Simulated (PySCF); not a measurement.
Job file and geometry (Å, from PBE0-D3(BJ)/def2-SVP) of an NMR shielding run on SMILES FCC1=C[C@@H]2C=C[C@H]1O2, C7H7FO, GIAO PBE0/pcSseg-1 NMR shielding, non-relativistic, gas phase (PySCF); density fitting, a coarse starting grid and PySCF grid level 2 are the driver's defaults:

```
{"job": {"kind": "nmr", "xc": "PBE0", "basis": "pcSseg-1"}, "charge": 0, "multiplicity": 1}
F      2.573775    -1.115253    -1.049848
C      2.107550    -0.221224    -0.127309
C      0.656176    -0.380836     0.101134
C     -0.222546    -1.213988    -0.455964
C     -1.580218    -0.779078     0.130694
C     -1.915221     0.598811    -0.479919
C     -1.036728     1.433078     0.075965
C     -0.200643     0.533880     1.010258
O     -1.184401    -0.388892     1.438260
H      2.668509    -0.357873     0.816740
H      2.319843     0.805768    -0.484999
H     -0.051661    -1.980038    -1.209880
H     -2.382163    -1.526763     0.151974
H     -2.668296     0.793951    -1.242626
H     -0.877104     2.495580    -0.104039
H      0.305992     1.017903     1.855324
```

Q: Write the output of this run.

A: 
```
coarse grid: 14120 points
cycle   1  E = -445.2066469721  dE =  1.606e+00  |g| = 7.212e-01  |ddm| = 3.773e+00
cycle   2  E = -445.1149570161  dE =  9.169e-02  |g| = 1.043e+00  |ddm| = 1.613e+00
cycle   3  E = -445.3012847539  dE = -1.863e-01  |g| = 1.158e-01  |ddm| = 1.033e+00
cycle   4  E = -445.3033925306  dE = -2.108e-03  |g| = 6.354e-02  |ddm| = 1.542e-01
cycle   5  E = -445.3042682922  dE = -8.758e-04  |g| = 2.189e-02  |ddm| = 7.081e-02
cycle   6  E = -445.3043789767  dE = -1.107e-04  |g| = 6.129e-03  |ddm| = 2.364e-02
cycle   7  E = -445.3043870758  dE = -8.099e-06  |g| = 1.361e-03  |ddm| = 6.027e-03
final grid: 138872 points
cycle   8  E = -445.3782464237  dE = -3.202e-05  |g| = 1.208e-02  |ddm| = 4.238e-02
cycle   9  E = -445.3782113539  dE =  3.507e-05  |g| = 1.859e-02  |ddm| = 2.442e-02
cycle  10  E = -445.3782743431  dE = -6.299e-05  |g| = 1.216e-03  |ddm| = 1.491e-02
cycle  11  E = -445.3782746681  dE = -3.249e-07  |g| = 2.529e-04  |ddm| = 1.440e-03
cycle  12  E = -445.3782746783  dE = -1.020e-08  |g| = 1.193e-04  |ddm| = 3.305e-04
cycle  13  E = -445.3782746812  dE = -2.939e-09  |g| = 4.498e-05  |ddm| = 1.383e-04
cycle  14  E = -445.3782746817  dE = -4.474e-10  |g| = 1.506e-05  |ddm| = 5.104e-05
converged SCF energy = -445.3782746817

GIAO shielding tensors (ppm)
atom      isotropic    diamagn.    paramagn.     s11        s22        s33       span
  0 F      426.141     469.326     -43.184    407.696    416.458    454.270     46.574
  1 C      100.926     237.172    -136.246     69.357     79.467    153.954     84.597
  2 C       15.735     261.105    -245.370   -110.191     28.815    128.582    238.772
  3 C       39.066     246.969    -207.904    -86.502     51.242    152.456    238.958
  4 C       98.974     249.514    -150.540     79.454     86.171    131.296     51.842
  5 C       25.994     252.894    -226.900   -114.951     43.057    149.875    264.825
  6 C       31.021     252.341    -221.320   -107.219     48.503    151.779    258.998
  7 C      100.808     244.159    -143.352     80.732     87.649    134.042     53.311
  8 O      110.538     400.016    -289.477     78.107    124.311    129.197     51.091
  9 H       25.775      26.100      -0.326     21.503     26.401     29.420      7.917
 10 H       26.428      26.781      -0.353     22.189     27.399     29.695      7.506
 11 H       24.236      31.610      -7.374     21.250     23.858     27.601      6.351
 12 H       26.073      30.728      -4.655     23.610     23.937     30.673      7.063
 13 H       23.894      30.104      -6.209     20.956     24.657     26.070      5.115
 14 H       23.947      30.089      -6.142     21.051     24.761     26.029      4.977
 15 H       26.599      30.723      -4.124     24.164     25.257     30.377      6.213
```

Q: Turn these shieldings into chemical shifts. Chemical shifts δ = σref − σ; CFCl3 for 19F (177.25 ppm); 13C (184.41 ppm), 1H (31.27 ppm) vs TMS; 17O (334.56 ppm) vs H2O, all at this level.

A: Averaging equivalent atoms: F 0: -248.9; C 2: 168.7; C 5: 158.4; C 6: 153.4; C 3: 145.3; C 4: 85.4; C 7: 83.6; C 1: 83.5; O 8: 224.0; H 13: 7.37; H 14: 7.32; H 11: 7.03; H 9: 5.49; H 12: 5.19; H 10: 4.84; H 15: 4.67 ppm. Unscaled 19F shifts against computed CFCl3 carry errors that often reach 10 to 50 ppm. Experimental scales use liquid or dissolved standards, which lie at an offset from isolated H2O (liquid H2O: subtract about 36 ppm).

Size and cost of the density-fitted run: 188 basis functions, 24 s wall time on 1 thread of an Arm Neoverse V1, shared host.
